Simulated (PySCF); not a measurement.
BF₃ (SMILES FB(F)F), singlet, at a GFN2-xTB geometry; HF/6-31G*, TDHF in PySCF.

The PySCF input:
```python
from pyscf import gto, scf, tdscf

mol = gto.Mole()
mol.atom = '''
    B    -0.00000000    0.00000000   -0.00000000
    F    -0.00659779    1.30036204   -0.00088081
    F     1.12944220   -0.64446528    0.00325160
    F    -1.12284440   -0.65589676   -0.00237079
'''
mol.basis = '6-31g*'
mol.verbose = 4
mol.build()

mf = scf.RHF(mol)
mf.kernel()
td = mf.TDHF()
td.nstates = 5
td.kernel()
td.analyze()
```

Output, abridged:

```
PySCF version 2.14.0

[INPUT] verbose = 4
[INPUT] num. atoms = 4
[INPUT] num. electrons = 32
[INPUT] charge = 0
[INPUT] spin (= nelec alpha-beta = 2S) = 0
[INPUT] symmetry False subgroup None
[INPUT] Mole.unit = angstrom
[INPUT] Symbol           X                Y                Z      unit          X                Y                Z       unit  Magmom
[...]
nuclear repulsion = 112.029202290504
number of shells = 24
number of NR pGTOs = 108
number of NR cGTOs = 56
basis = 6-31g*
ecp = {}

******** <class 'pyscf.scf.hf.RHF'> ********
method = RHF
initial guess = minao
damping factor = 0
level_shift factor = 0
DIIS = <class 'pyscf.scf.diis.CDIIS'>
diis_start_cycle = 1
diis_space = 8
diis_damp = 0
SCF conv_tol = 1e-09
SCF conv_tol_grad = None
SCF max_cycles = 50
direct_scf = True
direct_scf_tol = 1e-13
Set gradient conv threshold to 3.16228e-05
Initial guess from minao.
init E= -323.594176935463
[...]
cycle= 1 E= -323.100982639129  delta_E= 0.493  |g|= 0.696  |ddm|= 1.93
[...]
cycle= 2 E= -323.171938549287  delta_E= -0.071  |g|= 0.347  |ddm|= 0.578
[...]
cycle= 3 E= -323.190464654542  delta_E= -0.0185  |g|= 0.0402  |ddm|= 0.181
[...]
cycle= 4 E= -323.190825525975  delta_E= -0.000361  |g|= 0.0064  |ddm|= 0.0353
[...]
cycle= 5 E= -323.190840880741  delta_E= -1.54e-05  |g|= 0.00098  |ddm|= 0.00899
[...]
cycle= 6 E= -323.190841319094  delta_E= -4.38e-07  |g|= 0.000151  |ddm|= 0.00145
[...]
cycle= 7 E= -323.19084133067  delta_E= -1.16e-08  |g|= 2.6e-05  |ddm|= 0.000193
[...]
cycle= 8 E= -323.190841330982  delta_E= -3.12e-10  |g|= 3.54e-06  |ddm|= 3.79e-05
[...]
Extra cycle  E= -323.190841330988  delta_E= -5.8e-12  |g|= 1.45e-06  |ddm|= 3.5e-06
converged SCF energy = -323.190841330988

******** <class 'pyscf.tdscf.rhf.TDHF'> for <class 'pyscf.scf.hf.RHF'> ********
nstates = 5 singlet
deg_eia_thresh = 1.000e-03
wfnsym = None
conv_tol = 1e-05
eigh lindep = 1e-12
eigh level_shift = 0
eigh max_cycle = 100

Excitation energies (eV)
[13.92052345 14.90517555 14.9051756  15.53512451 15.53512455]

** Singlet excitation energies and oscillator strengths **
Excited State   1:     13.92052 eV     89.07 nm  f=0.0000
      16 -> 17       -0.69768
Excited State   2:     14.90518 eV     83.18 nm  f=0.0000
      12 -> 17        0.69527
      12 -> 21       -0.10180
Excited State   3:     14.90518 eV     83.18 nm  f=0.0000
      13 -> 17       -0.69527
      13 -> 21        0.10180
Excited State   4:     15.53512 eV     79.81 nm  f=0.0409
      12 -> 18       -0.19067
      15 -> 17        0.65602
      16 -> 19        0.10549
Excited State   5:     15.53512 eV     79.81 nm  f=0.0409
      13 -> 18       -0.19067
      14 -> 17        0.65602
      16 -> 20       -0.10549

** Transition electric dipole moments (AU) **
state          X           Y           Z        Dip. S.      Osc.
  1         0.0000     -0.0000      0.0000      0.0000      0.0000
  2        -0.0000      0.0000      0.0000      0.0000      0.0000
  3         0.0000     -0.0000      0.0000      0.0000      0.0000
  4        -0.2285      0.2351     -0.0007      0.1074      0.0409
  5         0.2351      0.2285      0.0004      0.1074      0.0409

** Transition velocity dipole moments (imaginary part, AU) **
state          X           Y           Z        Dip. S.      Osc.
  1        -0.0000      0.0000      0.0000      0.0000      0.0000
  2         0.0000     -0.0000     -0.0000      0.0000      0.0000
  3        -0.0000      0.0000      0.0000      0.0000      0.0000
  4        -0.1025      0.1055     -0.0003      0.0216      0.0253
  5         0.1055      0.1025      0.0002      0.0216      0.0253

** Transition magnetic dipole moments (imaginary part, AU) **
state          X           Y           Z
  1         0.0000      0.0000     -0.0000
  2         0.7306      0.5294      0.0015
  3        -0.5294      0.7306     -0.0018
  4        -0.0000      0.0000      0.0000
  5        -0.0000     -0.0000      0.0000
```
